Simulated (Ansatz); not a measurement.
Born–Oppenheimer molecular dynamics of ClFH3NOZr (8 atoms, charge 0, multiplicity 1). It starts from a relaxed structure.

Method: RKS PBE/def2-SVP in Ansatz.

- ensemble: NVT, Langevin thermostat
- time step: 0.25 fs
- steps asked: 250
- set temperature: 500 K
- friction: 0.001 /fs
- seed: 248279

First frame:

```xyz
8
Properties=species:S:1:pos:R:3
Zr -0.025 0.041 0.100
Cl 0.171 0.297 2.468
F 1.758 0.010 -0.622
N -0.978 1.654 -0.674
H -1.950 1.694 -1.004
H -0.561 2.587 -0.785
O -1.108 -1.480 -0.336
H -1.467 -2.371 -0.454
```

**Question.** How far do the bonds stretch over the last three quarters of this one trajectory? (Pairs bonded in most of those frames.)

**Answer.** 
```csv
bond,mean (Å),spread (Å),shortest,longest
Zr1–Cl2,2.373,0.054,2.31,2.45
Zr1–F3,1.919,0.016,1.90,1.96
Zr1–N4,2.027,0.045,1.96,2.10
Zr1–O7,1.953,0.022,1.91,1.98
N4–H5,1.028,0.006,1.01,1.04
N4–H6,1.032,0.022,1.00,1.07
O7–H8,0.973,0.005,0.96,0.98
```

Mean temperature of the second half: 296 K. The mean temperature of the second half is 41 % below the set value. A run of 0.062 ps of so small a system gives no equilibrium averages.

The run took 9.2 min on 2 threads of Arm Neoverse V1, with other jobs on the host, peak memory 0.15 GiB.
